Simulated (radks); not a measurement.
Valence configurations of Yb2+ (all share [Xe]). Method: scalar-relativistic Kohn-Sham, SCAN, spin-polarised, spherical densities, finite nucleus; open shells are filled with parallel spins first (spin-orbit coupling, left out, can overturn this in heavy ions); meta-GGA in the generalised Kohn-Sham scheme; Fermi nuclear charge, rms radius 5.3108 fm; computed with a radial shooting solver on a logarithmic mesh with Libxc functionals. Energies are relative to 4f14; eigenvalues in eV for spin up.

[
 {"valence": "4f14", "E (eV)": "0.000", "moment (Bohr magnetons)": "0", "e(4f)": "-17.662", "e(5d)": "-", "e(6p)": "-"},
 {"valence": "4f13 5d1", "E (eV)": "6.439", "moment (Bohr magnetons)": "2", "e(4f)": "-24.833", "e(5d)": "-15.328", "e(6p)": "-"},
 {"valence": "4f13 6p1", "E (eV)": "10.852", "moment (Bohr magnetons)": "2", "e(4f)": "-28.865", "e(5d)": "-", "e(6p)": "-13.280"},
 {"valence": "4f12 6p2", "E (eV)": "29.738", "moment (Bohr magnetons)": "4", "e(4f)": "-41.278", "e(5d)": "-", "e(6p)": "-15.547"},
 {"valence": "4f13.5 5d0.5", "E (eV)": "2.764", "moment (Bohr magnetons)": "1", "e(4f)": "-21.148", "e(5d)": "-14.216", "e(6p)": "-"},
 {"valence": "4f12 5d2", "E (eV)": "16.976", "moment (Bohr magnetons)": "4", "e(4f)": "-32.746", "e(5d)": "-17.385", "e(6p)": "-"},
 {"valence": "4f11 5d3", "E (eV)": "32.360", "moment (Bohr magnetons)": "6", "e(4f)": "-41.283", "e(5d)": "-19.310", "e(6p)": "-"}
]

NIST lists [Xe] 4f14 as the ground configuration; this level of theory agrees among the configurations tried. The energies are those of spherical high-spin densities, not of single terms. No valid solution was reached for [Xe] 4f13 6s1; [Xe] 4f13.5 6s0.5; [Xe] 4f12 6s2.
